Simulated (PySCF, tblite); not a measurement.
Compound: C₆H₁₁ClO₂Si.
Cartesian coordinates in Å at the GFN2-xTB level; atoms count from 1:
```
atom  x, y, z in Å
Cl1   -4.052    1.455    0.159
C2    -2.329    1.045    0.214
C3    -2.156   -0.294    0.922
O4    -0.805   -0.622    1.038
Si5    0.188   -0.468   -0.256
C6     1.879    0.025    0.343
C7     2.833   -1.061    0.752
C8     3.065   -0.313   -0.514
O9    -0.407    0.734   -1.198
C10   -1.778    0.994   -1.206
H11   -1.814    1.827    0.778
H12   -2.573   -0.247    1.933
H13   -2.686   -1.072    0.358
H14    0.147   -1.718   -1.021
H15    1.961    0.949    0.903
H16    3.490   -0.876    1.587
H17    2.493   -2.082    0.687
H18    3.882    0.391   -0.553
H19    2.886   -0.821   -1.448
H20   -2.306    0.217   -1.773
H21   -1.928    1.956   -1.706
```

Jobs on this species (21 atoms, 94 electrons) with PySCF (density fitting) and tblite. Hardware of each: one thread of an Intel Xeon 6975P-C, on a shared host. Other jobs ran on the host; a repeat could differ by tens of per cent or more.

**Question.** Rank these jobs by wall time, shortest first.
A. GFN2-xTB; Hessian by finite differences
B. GFN2-xTB; L-BFGS relaxation
C. PBE0/pcSseg-1; shieldings, ring-centre shieldings, charges and field gradients; 239 basis functions

**Answer.** A (0.97 s), B (1.9 s), C (37 s).

All jobs:

```json
{"level and settings": "GFN2-xTB", "work": "Hessian by finite differences", "basis functions": "–", "SCF cycles": "–", "wall time": "0.97 s"}
{"level and settings": "GFN2-xTB", "work": "L-BFGS relaxation", "basis functions": "–", "SCF cycles": "–", "wall time": "1.9 s"}
{"level and settings": "PBE0/pcSseg-1", "work": "shieldings, ring-centre shieldings, charges and field gradients", "basis functions": "239", "SCF cycles": "13", "wall time": "37 s"}
```

**Question.** What do all jobs in the table cost together?

**Answer.** About 40 s; the longest takes about 93 % of that, and about 38 times as long as the shortest.
